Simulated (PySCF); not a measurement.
H4Si2, SMILES [SiH3][SiH] (connectivity only; charge and spin as stated), charge -1, multiplicity 2.

Coordinates come from a PBE0-D3(BJ)/def2-TZVPD optimisation. The multiplicity is an assumed one; other spin states were not compared. The isomer is the one that the SMILES or the coordinates give; other isomers of the formula were not compared.

Level of theory: PBE/def2-TZVPD in PySCF.

Gas-phase values at a fixed geometry. A positive occupied level means that this level leaves the electron formally unbound; only the finite basis holds it.

Computed frontier levels, dipole moment and polarisability:
```yaml
"α spin, highest occupied and lowest empty level": 0.92 and 3.41 eV
"β spin, highest occupied and lowest empty level": -0.04 and 2.16 eV
dipole_moment_about_the_centre_of_nuclear_charge: 2.06 D
mean_static_polarisability: 109.1 bohr³ (16.17 Å³)
polarisability_principal_values: 89.1, 94.6, 143.7 bohr³
"⟨S²⟩": 0.756 (pure state 0.75)
```
